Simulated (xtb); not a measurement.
Cl4Sn, quintet, at a GFN2-xTB geometry of the parent state (such geometries of metal compounds can be far from the true shape) (a higher spin typed on purpose: for a closed-shell molecule this is an excited state); GFN1-xTB run with xtb.

Input for xtb:
```
$ xtb mol.xyz --gfn 1 --chrg 0 --uhf 4 --json

# file mol.xyz
5

Cl    -1.80032643    -0.84416493    -1.18851803
Sn     0.00000000     0.00000000    -0.00000000
Cl    -0.31676548     2.26357933     0.37713794
Cl     1.94528107    -0.31513236    -1.21775939
Cl     0.17181084    -1.10428204     2.02913947
```

Output, abridged:

```
   ID    Z sym.   atoms
    1   17 Cl     1, 3-5
    2   50 Sn     2

           -------------------------------------------------
          |                Calculation Setup                |
           -------------------------------------------------

           -------------------------------------------------
          |                 G F N 1 - x T B                 |
           -------------------------------------------------

          ...................................................
          :                      SETUP                      :
          :.................................................:
          :  # basis functions                  50          :
          :  # atomic orbitals                  45          :
          :  # shells                           15          :
          :  # electrons                        32          :
          :  # halogen bonds                     0          :
          :  max. iterations                   250          :
          :  Hamiltonian                  GFN1-xTB          :
          :  restarted?                      false          :
          :  GBSA solvation                  false          :
          :  PC potential                    false          :
          :  electronic temp.          300.0000000     K    :
          :  accuracy                    1.0000000          :
          :  -> integral cutoff          0.2500000E+02      :
          :  -> integral neglect         0.1000000E-07      :
          :  -> SCF convergence          0.1000000E-05 Eh   :
          :  -> wf. convergence          0.2000000E-04 e    :
          :  Broyden damping             0.4000000          :
          :  net charge                          0          :
          :  unpaired electrons                  4          :
          ...................................................

 iter      E             dE          RMSdq      gap      omega  full diag
   1    -19.0133493 -0.190133E+02  0.613E+00    0.00       0.0  T
   2    -19.1833825 -0.170033E+00  0.203E+00    0.00       1.0  T
   3    -19.1853907 -0.200827E-02  0.111E+00    0.00       1.0  T
   4    -19.1853948 -0.407863E-05  0.776E-02    0.00       1.0  T
   5    -19.1854035 -0.872897E-05  0.969E-03    0.00       4.6  T
   6    -19.1854008  0.267965E-05  0.258E-02    0.00       1.7  T
   7    -19.1854036 -0.274374E-05  0.134E-03    0.00      33.5  T
   8    -19.1854036 -0.747267E-08  0.423E-04    0.00     105.7  T
   9    -19.1854036 -0.726434E-09  0.480E-05    0.00     930.9  T
  10    -19.1854036 -0.504130E-11  0.698E-06    0.00    6407.2  T

   *** convergence criteria satisfied after 10 iterations ***

         :::::::::::::::::::::::::::::::::::::::::::::::::::::
         ::                     SUMMARY                     ::
         :::::::::::::::::::::::::::::::::::::::::::::::::::::
         :: total energy             -19.173017473199 Eh    ::
         :: gradient norm              0.139871553106 Eh/a0 ::
         :: HOMO-LUMO gap              0.000000007505 eV    ::
         ::.................................................::
         :: SCC energy               -19.185403596589 Eh    ::
         :: -> electrostatic           0.001387096507 Eh    ::
         :: repulsion energy           0.015662212651 Eh    ::
         :: dispersion energy         -0.003276089261 Eh    ::
         :: halogen bond corr.         0.000000000000 Eh    ::
         :: add. restraining           0.000000000000 Eh    ::
         :: total charge               0.000000000000 e     ::
         :::::::::::::::::::::::::::::::::::::::::::::::::::::

           -------------------------------------------------
          |                Property Printout                |
           -------------------------------------------------

    * Orbital Energies and Occupations

         #    Occupation            Energy/Eh            Energy/eV
      -------------------------------------------------------------
         1        2.0000           -0.9370404             -25.4982
       ...           ...                  ...                  ...
         6        2.0000           -0.4921310             -13.3916
         7        2.0000           -0.4921310             -13.3916
         8        2.0000           -0.4921310             -13.3916
         9        1.9998           -0.4686271             -12.7520
        10        1.9998           -0.4686271             -12.7520
        11        1.8985           -0.4627227             -12.5913
        12        1.8985           -0.4627227             -12.5913
        13        1.8985           -0.4627227             -12.5913
        14        1.4350           -0.4604023             -12.5282
        15        1.4350           -0.4604023             -12.5282
        16        1.4350           -0.4604023             -12.5282
        17        1.0000           -0.3391767              -9.2295
        18        0.3333           -0.1181574              -3.2152 (HOMO)
        19        0.3333           -0.1181574              -3.2152 (LUMO)
        20        0.3333           -0.1181574              -3.2152
        21                         -0.0384081              -1.0451
        22                         -0.0384081              -1.0451
        23                         -0.0311635              -0.8480
        24                         -0.0311635              -0.8480
        25                         -0.0311635              -0.8480
        26                         -0.0294890              -0.8024
        27                         -0.0294890              -0.8024
        28                         -0.0294890              -0.8024
        29                         -0.0294788              -0.8022
       ...                                ...                  ...
        45                          0.6884808              18.7345
      -------------------------------------------------------------
                  HL-Gap            0.0000000 Eh            0.0000 eV
             Fermi-level           -0.2897334 Eh           -7.8840 eV

  Mulliken/CM5 charges         n(s)   n(p)   n(d)
     1Cl   -0.00543 -0.01170   1.960  4.939  0.106
     2Sn    0.02172  0.04680   1.929  1.507  0.542
     3Cl   -0.00543 -0.01170   1.960  4.939  0.106
     4Cl   -0.00543 -0.01170   1.960  4.939  0.106
     5Cl   -0.00543 -0.01170   1.960  4.939  0.106

Wiberg/Mayer (AO) data.
largest (>0.10) Wiberg bond orders for each atom

 ---------------------------------------------------------------------------
     #   Z sym  total        # sym  WBO       # sym  WBO       # sym  WBO
 ---------------------------------------------------------------------------
     1  17 Cl   1.132 --     2 Sn   0.639     5 Cl   0.164     4 Cl   0.164
                             3 Cl   0.164
     2  50 Sn   2.555 --     3 Cl   0.639     5 Cl   0.639     4 Cl   0.639
                             1 Cl   0.639
     3  17 Cl   1.132 --     2 Sn   0.639     5 Cl   0.164     1 Cl   0.164
                             4 Cl   0.164
     4  17 Cl   1.132 --     2 Sn   0.639     5 Cl   0.164     1 Cl   0.164
                             3 Cl   0.164
     5  17 Cl   1.132 --     2 Sn   0.639     1 Cl   0.164     4 Cl   0.164
                             3 Cl   0.164
 ---------------------------------------------------------------------------

Topologies differ in total number of bonds
Writing topology from bond orders to xtbtopo.mol

 dipole moment from electron density (au)
     X       Y       Z
   0.0000  -0.0000  -0.0000  total (Debye):    0.000

           -------------------------------------------------
          | TOTAL ENERGY              -19.173017473199 Eh   |
          | GRADIENT NORM               0.139871553106 Eh/α |
          | HOMO-LUMO GAP               0.000000007505 eV   |
           -------------------------------------------------

normal termination of xtb
```
